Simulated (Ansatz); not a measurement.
`C=[C](F)[InH][CH3]` and `C=C(F)[SiH2][SeH]` differ in one atom or group.

Ansatz, PBE0-D4/def2-TZVP geometries, multiplicity 1. Each molecule was computed in one conformer, which needn't be the lowest.

Elements past krypton have def2 core potentials. Scalar relativity is left out up to krypton.

| property | `C=[C](F)[InH][CH3]` |
| --- | --- |
| size of the dipole moment (B3LYP/def2-TZVPP) / D | 1.24 |
| HOMO energy (B3LYP/def2-TZVPP) / eV | -7.25 |
| HOMO–LUMO gap (B3LYP/def2-TZVPP) / eV | 5.31 |
| HOMO energy (PBE/def2-TZVPP) / eV | -6.29 |
| HOMO energy (ωB97M-V/def2-TZVPP) / eV | -9.73 |
| size of the dipole moment (PBE/def2-TZVPP) / D | 1.06 |

Question: What does the change do to each property? (Best estimate.)

Answer: The calculation gave: 
```json
{"property": "size of the dipole moment (B3LYP/def2-TZVPP) / D", "`C=C(F)[SiH2][SeH]`": "1.84", "shift": "0.60"}
{"property": "HOMO energy (B3LYP/def2-TZVPP) / eV", "`C=C(F)[SiH2][SeH]`": "-6.96", "shift": "0.29"}
{"property": "HOMO–LUMO gap (B3LYP/def2-TZVPP) / eV", "`C=C(F)[SiH2][SeH]`": "5.93", "shift": "0.62"}
{"property": "HOMO energy (PBE/def2-TZVPP) / eV", "`C=C(F)[SiH2][SeH]`": "-6.05", "shift": "0.24"}
{"property": "HOMO energy (ωB97M-V/def2-TZVPP) / eV", "`C=C(F)[SiH2][SeH]`": "-9.37", "shift": "0.36"}
{"property": "size of the dipole moment (PBE/def2-TZVPP) / D", "`C=C(F)[SiH2][SeH]`": "1.67", "shift": "0.61"}
```

With PBE0 the HOMO rises by 0.28 eV and the LUMO rises by 0.83 eV, so the gap widens by about 0.55 eV. PBE moves the HOMO by 0.24 eV and ωB97M-V by 0.36 eV. Dipoles are sizes alone; their direction can turn.

B3LYP here is the variant with VWN-RPA as its local correlation; programs differ in this.

Spin–orbit coupling is left out; it splits and shifts lone-pair levels of the heavy atoms by tenths of an eV.
